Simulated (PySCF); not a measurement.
**Hf²⁺: excitation energy**

Hf²⁺ [Xe] 4f14 5d2 (3F) → Hf²⁺ [Xe] 4f14 5d1 6p1 (high-spin determinant), as a difference of total energies. Computed with PySCF 2.14 in def2-TZVPPD with the def2 core potential (60 electrons) (6s5p3d2f1g, 59 functions), with a scalar-relativistic core potential. Correlated levels: valence and next inner shell: nothing frozen outside the core potential. The calculations carry no spin-orbit coupling.

| method | excitation energy (eV) |
| --- | --- |
| UHF | 5.810 |
| MP2 (valence and next inner shell) | 5.769 |
| SCS-MP2 (valence and next inner shell) | 5.800 |
| CCSD (valence and next inner shell) | 5.799 |
| CCSD(T) (valence and next inner shell) | 5.788 |

**Question.** How much does correlation contribute at CCSD(T) (valence and next inner shell)?

**Answer.** 5.788 − (5.810) = -0.022 eV, measured against UHF.

The determinant of the upper state mixes LS terms, which raises its energy above the lowest term, most at the Hartree-Fock and MP2 levels.
